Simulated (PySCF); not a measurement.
## Dipole response of Sb⁻ (antimony, charge -1)

[Kr] 4d10 5s2 5p4, high-spin 3P determinant. Computed with PySCF 2.14 in def2-TZVPPD with the def2 core potential (28 electrons), with a scalar-relativistic core potential. Coupled (time-dependent) response in atomic units; α is the mean over directions.

| method | mean α (bohr³) | α xx, yy, zz | C₆ (like pair) | S(−4) |
| --- | --- | --- | --- | --- |
| UHF | 91.65 | 82.23, 110.5, 82.23 | 1365 | 2751 |

S(−4) is the Cauchy moment in α(ω) = α(0) + S(−4) ω² + …

Spin-orbit coupling is absent.

α(iu) at UHF:

```json
{"u (hartree)": "0", "α(iu) (bohr³)": "91.65"}
{"u (hartree)": "0.0500", "α(iu) (bohr³)": "85.49"}
{"u (hartree)": "0.100", "α(iu) (bohr³)": "72.39"}
{"u (hartree)": "0.200", "α(iu) (bohr³)": "47.88"}
{"u (hartree)": "0.300", "α(iu) (bohr³)": "32.39"}
{"u (hartree)": "0.500", "α(iu) (bohr³)": "17.36"}
{"u (hartree)": "0.750", "α(iu) (bohr³)": "9.890"}
{"u (hartree)": "1.00", "α(iu) (bohr³)": "6.533"}
{"u (hartree)": "1.50", "α(iu) (bohr³)": "3.648"}
{"u (hartree)": "2.00", "α(iu) (bohr³)": "2.430"}
{"u (hartree)": "3.00", "α(iu) (bohr³)": "1.367"}
{"u (hartree)": "5.00", "α(iu) (bohr³)": "0.6297"}
```

For an ion, C₆ is the dispersion term alone; charge-induced terms of lower order in 1/R come first.

The components differ because the open shell of this determinant is not spherical; for a pure term their mean is the scalar polarisability.

Energies and moments cover only the electrons outside the core potential.
